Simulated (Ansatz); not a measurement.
Energy profile

The step: Si₄NH₁₁ ([NH2][Si]([SiH3])([SiH3])[SiH3]) + SiH₂Cl₂ ([Cl][SiH2][Cl]) → Si₅NH₁₂Cl ([SiH3][Si]([SiH3])([SiH3])[NH][SiH2][Cl]) + HCl; bonds formed: Cl2–H4; dative contacts that become bonds: Si1–N5; bonds broken: Si1–Cl2, H4–N5 (atoms numbered as in the saddle structure below).

```
21
angstrom
Si -0.4536 -1.1757 2.2785
Cl 2.3415 0.2657 2.2949
Cl -2.4347 -1.7021 2.0823
H 0.8020 0.6032 1.7699
N -0.2750 0.3550 1.3579
Si -0.0337 0.2765 -0.4600
Si -0.1890 2.4845 -1.2213
Si -1.7039 -1.0200 -1.4714
Si 2.0897 -0.6060 -0.9228
H -0.2039 -0.9250 3.7039
H 0.3620 -2.2008 1.6137
H -0.9623 1.0509 1.6374
H 0.0148 2.4809 -2.6929
H 0.8429 3.3280 -0.5652
H -1.5377 3.0367 -0.9140
H -1.4902 -0.8711 -2.9363
H -3.0590 -0.5199 -1.1223
H -1.5849 -2.4539 -1.1033
H 1.9611 -0.9382 -2.3754
H 2.3477 -1.8644 -0.1864
H 3.1664 0.3958 -0.7673
```

Electronic energies by CCSD(T) at an estimated basis limit (MP2 extrapolated from triple and quadruple zeta, plus CCSD(T) − MP2 in triple zeta), on PBE0-D4/def2-TZVP structures; Si$_{5}$NH$_{13}$Cl$_{2}$, singlet; no counterpoise correction. Ansatz 0.2.0; basis: def2-TZVPP and def2-QZVPP; cores frozen in the correlated methods. Extrapolation: Hartree–Fock as exp(−7.88 √X), correlation as X^−2.97.

**Question.** Give the profile in kJ/mol, counted from the separated reactants. (To be estimated.)

**Answer.** Computed:
```csv
point,kJ/mol
"separated: SiH$_{2}$Cl$_{2}$ (linked as [Cl][SiH2][Cl]; Si1, Cl2, Cl3, H10, H11; singlet) + Si$_{4}$NH$_{11}$ (linked as [NH2][Si]([SiH3])([SiH3])[SiH3]; H4, N5, Si6, Si7, Si8, Si9, H12, H13, H14, H15, H16, H17, H18, H19, H20, H21; singlet)",0.0
start structure,-14.7
saddle,27.5
end structure,2.7
"separated: Si$_{5}$NH$_{12}$Cl (linked as [SiH3][Si]([SiH3])([SiH3])[NH][SiH2][Cl]; Si1, Cl3, N5, Si6, Si7, Si8, Si9, H10, H11, H12, H13, H14, H15, H16, H17, H18, H19, H20, H21; singlet) + HCl (Cl2, H4; singlet)",20.3
```

T1 diagnostic: at most 0.014.

The step is the kind of exchange with an N–H group that builds nitride films in atomic layer and chemical vapour deposition. Here a small cluster stands in for the surface site.

For scale, one of the runs: CCSD(T)/def2-TZVPP, 507 basis functions, launched by `ansatz run in.yaml --threads 5 --pin off --events-out ev --progress --plain --max-ram 66560MiB --backend cuda --devices 0, --max-vram 37GiB`. Time: 55 s of wall clock on 5 CPU threads of an AMD EPYC 7R13 and a share of one NVIDIA H100; the host was shared. Peak host memory: 1.2 GiB.
